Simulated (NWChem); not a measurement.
System: C4H4N2; SMILES C1(=C)N=CC=N1

Input file for NWChem:

```
start job
memory heap 200 mb stack 900 mb global 1100 mb
geometry units angstroms noautosym nocenter noautoz
  C      0.000000     0.000000    -2.027593
  C      0.000000     0.000000    -0.682838
  N      0.000000    -1.172030     0.089635
  C      0.000000    -0.735688     1.305394
  C      0.000000     0.735688     1.305394
  N      0.000000     1.172030     0.089635
  H      0.000000     0.945926    -2.571038
  H      0.000000    -0.945926    -2.571038
  H      0.000000    -1.398900     2.175341
  H      0.000000     1.398900     2.175341
end
basis spherical
  C library 6-31+g*
  N library 6-31+g*
  H library 6-31+g*
end
dft
  xc xcamb88 1.00 lyp 0.81 vwn_5 0.19 hfexch 1.00
  cam 0.33 cam_alpha 0.19 cam_beta 0.46
  iterations 150
end
property
  response 1 0.0
end
task dft property
```

Coordinates come from a PBE0/def2-SVP optimisation.

Static field.

Question: What results follow from this input? (CAM-B3LYP/6-31+G* (spherical d).) Quantities: isotropic polarisability (bohr³); anisotropy (bohr³).

Answer: isotropic polarisability (bohr³): 60.9
anisotropy (bohr³): 56.2
